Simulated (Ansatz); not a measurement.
Ansatz (a quantum-chemistry and plane-wave program) job for C3H9NSi, SMILES N([SiH3])(C=C)C, PBE-D3(BJ)/def2-SVP. 

Ansatz 0.2 input:
```yaml
crystal:
  periodic: [false, false, false]
  atoms:
    - {symbol: C, position_ang: [1.73040383, -1.23453702, 0.42347520]}
    - {symbol: C, position_ang: [1.31168909, 0.04022085, 0.32851810]}
    - {symbol: N, position_ang: [0.03067753, 0.48804920, 0.01836012]}
    - {symbol: C, position_ang: [-0.24589279, 1.89694083, 0.26826385]}
    - {symbol: Si, position_ang: [-1.22403117, -0.63939225, -0.48217874]}
    - {symbol: H, position_ang: [1.06348147, -2.09211899, 0.30035393]}
    - {symbol: H, position_ang: [2.78089872, -1.44635304, 0.62496376]}
    - {symbol: H, position_ang: [2.03404898, 0.85058185, 0.48900605]}
    - {symbol: H, position_ang: [-1.20958056, 2.18133122, -0.17683454]}
    - {symbol: H, position_ang: [-0.28958731, 2.13446925, 1.34765423]}
    - {symbol: H, position_ang: [0.53223103, 2.53525890, -0.18623551]}
    - {symbol: H, position_ang: [-0.73289662, -1.47433669, -1.61399750]}
    - {symbol: H, position_ang: [-1.64770332, -1.56024418, 0.61585437]}
    - {symbol: H, position_ang: [-2.38639955, 0.19081073, -0.90032616]}
basis:
  gaussian:
    orbitals: def2-SVP
hamiltonian:
  xc: pbe
  dispersion: d3bj
relax: {f_tol: 0.002, max_steps: 200}
```

Output:

```
WARN ansatz: RAYON_NUM_THREADS=2 ignored (pool sized by the plan → 2); use --threads N
Functional definition: PBE
integrals: 0.06 GiB planned
1364 factors; their error is unknown
mean field: 0.37 GiB planned
mean field evaluation 1: about -12598.0768 eV, gradient 6.3e1 eV
mean field evaluation 2: about -12578.4704 eV, gradient 1.0e2 eV
mean field evaluation 4: about -12608.0819 eV, gradient 1.2e1 eV
mean field evaluation 8: about -12608.4549 eV, gradient 3.1e-1 eV
mean field evaluation 16: about -12608.3722 eV, gradient 3.4e-3 eV
mean field -12608.37218867 eV, -463.3491316719 hartree, gradient 3.2e-5 eV, S^2 0.000000; 0 other end points of the search recorded, 0 dependent functions left out
the calculation of the forces begins
reference -12608.37222591 eV, -463.3491330405 hartree; 24, 24 occupied and 95, 95 virtual orbitals, 1364 factors
relax step   1: F+E_penalty+E_count = -12608.68845671 eV  Δ(F+E_penalty+E_count) = +0.000e0 eV  max|allowed force component| = 2.538e-1 eV/Å  Δτ_max = 0.0000 Å  (31 SCF iters, accepted)
these checks for a lower state are left out or cut short: starts, cluster_reference, orbital_swaps, neighbouring_geometries, increment
integrals: 0.06 GiB planned
1364 factors; their error is unknown
mean field: 0.37 GiB planned
mean field -12608.38756073 eV, -463.3496965847 hartree, gradient 8.5e-6 eV, S^2 0.000000; 0 other end points of the search recorded, 0 dependent functions left out
the calculation of the forces begins
reference -12608.38759807 eV, -463.3496979570 hartree; 24, 24 occupied and 95, 95 virtual orbitals, 1364 factors
relax step   2: F+E_penalty+E_count = -12608.70304192 eV  Δ(F+E_penalty+E_count) = -1.459e-2 eV  max|allowed force component| = 1.057e-1 eV/Å  Δτ_max = 0.0154 Å  (33 SCF iters, accepted)
these checks for a lower state are left out or cut short: starts, cluster_reference, orbital_swaps, neighbouring_geometries, increment
integrals: 0.06 GiB planned
1364 factors; their error is unknown
mean field: 0.37 GiB planned
mean field evaluation 32: about -12608.3892 eV, gradient 1.5e-4 eV
mean field -12608.38923091 eV, -463.3497579628 hartree, gradient 8.6e-6 eV, S^2 0.000000; 0 other end points of the search recorded, 0 dependent functions left out
the calculation of the forces begins
reference -12608.38926827 eV, -463.3497593358 hartree; 24, 24 occupied and 95, 95 virtual orbitals, 1364 factors
relax step   3: F+E_penalty+E_count = -12608.70441659 eV  Δ(F+E_penalty+E_count) = -1.375e-3 eV  max|allowed force component| = 3.784e-2 eV/Å  Δτ_max = 0.0076 Å  (33 SCF iters, accepted)
these checks for a lower state are left out or cut short: starts, cluster_reference, orbital_swaps, neighbouring_geometries, increment
integrals: 0.06 GiB planned
1364 factors; their error is unknown
mean field: 0.37 GiB planned
mean field -12608.38931213 eV, -463.3497609476 hartree, gradient 8.6e-6 eV, S^2 0.000000; 0 other end points of the search recorded, 0 dependent functions left out
the calculation of the forces begins
reference -12608.38934948 eV, -463.3497623201 hartree; 24, 24 occupied and 95, 95 virtual orbitals, 1364 factors
relax step   4: F+E_penalty+E_count = -12608.70447449 eV  Δ(F+E_penalty+E_count) = -5.790e-5 eV  max|allowed force component| = 1.140e-2 eV/Å  Δτ_max = 0.0101 Å  (33 SCF iters, accepted)
these checks for a lower state are left out or cut short: starts, cluster_reference, orbital_swaps, neighbouring_geometries, increment
integrals: 0.06 GiB planned
1364 factors; their error is unknown
mean field: 0.37 GiB planned
mean field -12608.38925361 eV, -463.3497587970 hartree, gradient 8.5e-6 eV, S^2 0.000000; 0 other end points of the search recorded, 0 dependent functions left out
the calculation of the forces begins
reference -12608.38929094 eV, -463.3497601687 hartree; 24, 24 occupied and 95, 95 virtual orbitals, 1364 factors
relax step   5: F+E_penalty+E_count = -12608.70448367 eV  Δ(F+E_penalty+E_count) = -9.181e-6 eV  max|allowed force component| = 2.295e-2 eV/Å  Δτ_max = 0.0097 Å  (33 SCF iters, accepted)
these checks for a lower state are left out or cut short: starts, cluster_reference, orbital_swaps, neighbouring_geometries, increment
integrals: 0.06 GiB planned
1364 factors; their error is unknown
mean field: 0.37 GiB planned
mean field -12608.38933344 eV, -463.3497617306 hartree, gradient 1.1e-5 eV, S^2 0.000000; 0 other end points of the search recorded, 0 dependent functions left out
the calculation of the forces begins
reference -12608.38937076 eV, -463.3497631023 hartree; 24, 24 occupied and 95, 95 virtual orbitals, 1364 factors
relax step   6: F+E_penalty+E_count = -12608.70455835 eV  Δ(F+E_penalty+E_count) = -7.468e-5 eV  max|allowed force component| = 1.024e-2 eV/Å  Δτ_max = 0.0036 Å  (24 SCF iters, accepted)
these checks for a lower state are left out or cut short: starts, cluster_reference, orbital_swaps, neighbouring_geometries, increment
integrals: 0.06 GiB planned
1364 factors; their error is unknown
mean field: 0.37 GiB planned
mean field -12608.38934223 eV, -463.3497620538 hartree, gradient 8.5e-6 eV, S^2 0.000000; 0 other end points of the search recorded, 0 dependent functions left out
the calculation of the forces begins
reference -12608.38937954 eV, -463.3497634249 hartree; 24, 24 occupied and 95, 95 virtual orbitals, 1364 factors
relax step   7: F+E_penalty+E_count = -12608.70459749 eV  Δ(F+E_penalty+E_count) = -3.915e-5 eV  max|allowed force component| = 5.727e-3 eV/Å  Δτ_max = 0.0101 Å  (33 SCF iters, accepted)
these checks for a lower state are left out or cut short: starts, cluster_reference, orbital_swaps, neighbouring_geometries, increment
integrals: 0.06 GiB planned
1364 factors; their error is unknown
mean field: 0.37 GiB planned
mean field evaluation 64: about -12608.4727 eV, gradient 1.3e-3 eV
mean field -12608.38935403 eV, -463.3497624874 hartree, gradient 8.5e-6 eV, S^2 0.000000; 0 other end points of the search recorded, 0 dependent functions left out
the calculation of the forces begins
reference -12608.38939131 eV, -463.3497638575 hartree; 24, 24 occupied and 95, 95 virtual orbitals, 1364 factors
relax step   8: F+E_penalty+E_count = -12608.70462595 eV  Δ(F+E_penalty+E_count) = -2.845e-5 eV  max|allowed force component| = 4.616e-3 eV/Å  Δτ_max = 0.0150 Å  (32 SCF iters, accepted)
these checks for a lower state are left out or cut short: starts, cluster_reference, orbital_swaps, neighbouring_geometries, increment
integrals: 0.06 GiB planned
1364 factors; their error is unknown
mean field: 0.37 GiB planned
mean field -12608.38937204 eV, -463.3497631493 hartree, gradient 8.5e-6 eV, S^2 0.000000; 0 other end points of the search recorded, 0 dependent functions left out
the calculation of the forces begins
reference -12608.38940931 eV, -463.3497645189 hartree; 24, 24 occupied and 95, 95 virtual orbitals, 1364 factors
relax step   9: F+E_penalty+E_count = -12608.70463645 eV  Δ(F+E_penalty+E_count) = -1.050e-5 eV  max|allowed force component| = 4.418e-3 eV/Å  Δτ_max = 0.0073 Å  (33 SCF iters, accepted)
these checks for a lower state are left out or cut short: starts, cluster_reference, orbital_swaps, neighbouring_geometries, increment
integrals: 0.06 GiB planned
1364 factors; their error is unknown
mean field: 0.37 GiB planned
mean field -12608.38939245 eV, -463.3497638991 hartree, gradient 8.3e-6 eV, S^2 0.000000; 0 other end points of the search recorded, 0 dependent functions left out
the calculation of the forces begins
reference -12608.38942970 eV, -463.3497652681 hartree; 24, 24 occupied and 95, 95 virtual orbitals, 1364 factors
relax step  10: F+E_penalty+E_count = -12608.70463567 eV  Δ(F+E_penalty+E_count) = +7.818e-7 eV  max|allowed force component| = 8.526e-3 eV/Å  Δτ_max = 0.0071 Å  (33 SCF iters, rejected (line search))
these checks for a lower state are left out or cut short: starts, cluster_reference, orbital_swaps, neighbouring_geometries, increment
integrals: 0.06 GiB planned
1364 factors; their error is unknown
mean field: 0.37 GiB planned
mean field -12608.38939603 eV, -463.3497640307 hartree, gradient 1.8e-5 eV, S^2 0.000000; 0 other end points of the search recorded, 0 dependent functions left out
the calculation of the forces begins
reference -12608.38943329 eV, -463.3497654001 hartree; 24, 24 occupied and 95, 95 virtual orbitals, 1364 factors
relax step  11: F+E_penalty+E_count = -12608.70464381 eV  Δ(F+E_penalty+E_count) = -7.365e-6 eV  max|allowed force component| = 1.922e-3 eV/Å  Δτ_max = 0.0034 Å  (23 SCF iters, accepted)
these checks for a lower state are left out or cut short: starts, cluster_reference, orbital_swaps, neighbouring_geometries, increment
integrals: 0.06 GiB planned
1364 factors; their error is unknown
mean field: 0.37 GiB planned
mean field -12608.38940856 eV, -463.3497644912 hartree, gradient 1.4e-5 eV, S^2 0.000000; 0 other end points of the search recorded, 0 dependent functions left out
the calculation of the forces begins
reference -12608.38944582 eV, -463.3497658604 hartree; 24, 24 occupied and 95, 95 virtual orbitals, 1364 factors
relax step  12: F+E_penalty+E_count = -12608.70464585 eV  Δ(F+E_penalty+E_count) = -2.037e-6 eV  max|allowed force component| = 3.227e-3 eV/Å  Δτ_max = 0.0032 Å  (23 SCF iters, accepted)
these checks for a lower state are left out or cut short: starts, cluster_reference, orbital_swaps, neighbouring_geometries, increment
integrals: 0.06 GiB planned
1364 factors; their error is unknown
mean field: 0.37 GiB planned
mean field evaluation 96: about -12608.4728 eV, gradient 3.2e-1 eV
mean field -12608.38940716 eV, -463.3497644399 hartree, gradient 1.4e-5 eV, S^2 0.000000; 0 other end points of the search recorded, 0 dependent functions left out
the calculation of the forces begins
reference -12608.38944442 eV, -463.3497658090 hartree; 24, 24 occupied and 95, 95 virtual orbitals, 1364 factors
relax step  13: F+E_penalty+E_count = -12608.70464706 eV  Δ(F+E_penalty+E_count) = -1.211e-6 eV  max|allowed force component| = 1.713e-3 eV/Å  Δτ_max = 0.0011 Å  (21 SCF iters, accepted)
integrals: 0.06 GiB planned
1364 factors; their error is unknown
mean field: 0.37 GiB planned
mean field -12608.38940716 eV, -463.3497644399 hartree, gradient 1.4e-5 eV, S^2 0.000000; 1 other end points of the search recorded, 0 dependent functions left out
the calculation of the forces begins
reference -12608.38944442 eV, -463.3497658090 hartree; 24, 24 occupied and 95, 95 virtual orbitals, 1364 factors
Total energy: -12608.70468432 eV, -463.3613506616 hartree
Atom 0 at     1.731548    -1.241710     0.418760 Å, force     0.000376    -0.000552     0.001295 eV/Å
Atom 1 at     1.320039     0.044861     0.316756 Å, force     0.001331     0.000569     0.000351 eV/Å
Atom 2 at     0.037365     0.497985     0.013907 Å, force    -0.001713    -0.001560    -0.000984 eV/Å
Atom 3 at    -0.251881     1.902853     0.275204 Å, force     0.000430    -0.000870     0.000388 eV/Å
Atom 4 at    -1.222803    -0.644338    -0.477778 Å, force     0.000084     0.000298    -0.000102 eV/Å
Atom 5 at     1.047423    -2.099427     0.319068 Å, force    -0.000294     0.000698    -0.000263 eV/Å
Atom 6 at     2.791407    -1.462826     0.600758 Å, force    -0.000235    -0.000048    -0.000788 eV/Å
Atom 7 at     2.054193     0.859643     0.459880 Å, force    -0.000082     0.000153     0.000191 eV/Å
Atom 8 at    -1.203207     2.195868    -0.209247 Å, force    -0.001034     0.000432    -0.000589 eV/Å
Atom 9 at    -0.340678     2.130323     1.362474 Å, force     0.000147    -0.000196     0.000993 eV/Å
Atom 10 at     0.549906     2.551687    -0.140908 Å, force     0.000922     0.001072    -0.000712 eV/Å
Atom 11 at    -0.716006    -1.496463    -1.607489 Å, force    -0.000137     0.000198     0.000496 eV/Å
Atom 12 at    -1.659237    -1.561516     0.637194 Å, force     0.000045    -0.000004    -0.000200 eV/Å
Atom 13 at    -2.390731     0.193741    -0.911702 Å, force     0.000161    -0.000190    -0.000075 eV/Å
Dipole moment:    -0.099008     0.275772     0.005412 e Å
```

Self-consistency was reached.
